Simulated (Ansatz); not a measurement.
A nudged elastic band was laid between two geometries of CH5BO3 + H2 (12 atoms, charge 0, multiplicity 1).

These are results of RKS PBE-D4/STO-3G (Ansatz 0.2.0), not measurements.

```
movable images  : 9
climbing image  : yes
spring          : 5.0 eV/Å²
optimiser       : quadratic models (default)
start path      : through a guess of the saddle point
force threshold : 0.05 eV/Å
iteration limit : 50
end points      : relaxed
```

First end point:

```xyz
12
Properties=species:S:1:pos:R:3
B -0.778 0.679 0.210
O 0.339 -0.070 -0.205
C 0.209 -1.525 -0.014
O -1.905 0.046 0.741
O -0.747 2.071 0.077
H 2.017 0.583 -0.669
H 2.687 0.852 -0.855
H 1.113 -1.998 -0.461
H 0.161 -1.800 1.068
H -0.699 -1.936 -0.515
H -2.567 0.804 0.951
H 0.170 2.295 -0.328
```

Last end point:

```xyz
12
Properties=species:S:1:pos:R:3
B 0.007 1.146 0.378
O 0.700 -0.286 -0.785
C 0.119 -1.578 -0.296
O -0.633 0.380 1.395
O -0.884 1.824 -0.479
H 1.651 -0.319 -0.380
H 1.097 1.542 0.638
H 0.883 -2.383 -0.273
H -0.298 -1.343 0.723
H -0.698 -1.851 -0.998
H -1.628 0.406 1.126
H -0.316 2.462 -1.048
```

**Question.** What changes between the two ends?

**Answer.** Bonds broken: H6–H7. Bonds formed: B1–H7, O2–H6. CH5BO3 + H2 becomes BH3O2 + CH4O.

**Question.** What energy profile does the band end with?

**Answer.** The run converged. The highest image is number 7 of 0 to 10, 59.8 kcal/mol above the first end and 33.6 kcal/mol above the last; the last end lies 26.2 kcal/mol above the first. Neighbouring images differ by up to 1.7 eV, so the band resolves the path poorly. A vibrational analysis at the climbing image gives one clearly imaginary mode, 1299i cm⁻¹: a first-order saddle point. The orbitals stay closed-shell, which can raise the energy where a bond breaks towards radicals; this wasn't checked here. Limits of this set-up: minimal basis.

| image | path coordinate (Å) | energy (kcal/mol) | H6–H7 (Å) | B1–H7 (Å) | O2–H6 (Å) |
| --- | --- | --- | --- | --- | --- |
| 0 | 0.00 | 0.0 | 0.75 | 3.63 | 1.86 |
| 1 | 0.62 | 0.0 | 0.75 | 3.57 | 1.86 |
| 2 | 1.24 | 0.3 | 0.74 | 3.47 | 1.88 |
| 3 | 1.85 | 0.9 | 0.74 | 3.33 | 1.95 |
| 4 | 2.47 | 1.8 | 0.74 | 3.16 | 2.07 |
| 5 | 3.09 | 4.3 | 0.74 | 2.77 | 2.00 |
| 6 | 3.71 | 19.8 | 0.76 | 2.17 | 1.65 |
| 7 | 4.32 | 59.8 | 1.05 | 1.56 | 1.21 |
| 8 | 4.97 | 36.1 | 1.63 | 1.22 | 1.04 |
| 9 | 5.62 | 27.2 | 2.11 | 1.19 | 1.03 |
| 10 | 6.27 | 26.2 | 2.19 | 1.19 | 1.03 |

**Question.** What is the geometry of the highest image?

**Answer.** 
```xyz
12
Properties=species:S:1:pos:R:3:forces:R:3
B -0.228 0.883 0.179 0.00 -0.01 0.00
O 0.557 -0.233 -0.692 -0.01 -0.02 -0.01
C 0.227 -1.629 -0.310 0.00 0.01 -0.01
O -0.956 0.336 1.247 0.00 0.00 0.00
O -0.780 1.965 -0.526 0.00 0.00 0.00
H 1.365 0.315 0.022 0.01 0.01 0.01
H 1.238 1.159 0.631 0.00 0.01 0.00
H 1.059 -2.287 -0.646 0.00 0.00 0.00
H 0.082 -1.737 0.790 0.00 0.00 0.00
H -0.711 -1.941 -0.823 0.00 0.00 0.00
H -1.682 1.030 1.459 0.00 0.00 0.00
H -0.169 2.139 -1.332 0.00 0.00 0.00
```

The band took 20 iterations and roughly 10 core-minutes.

Run time: 9.6 min on 1 thread of Arm Neoverse N1 (shared host), peak memory 0.1 GiB.
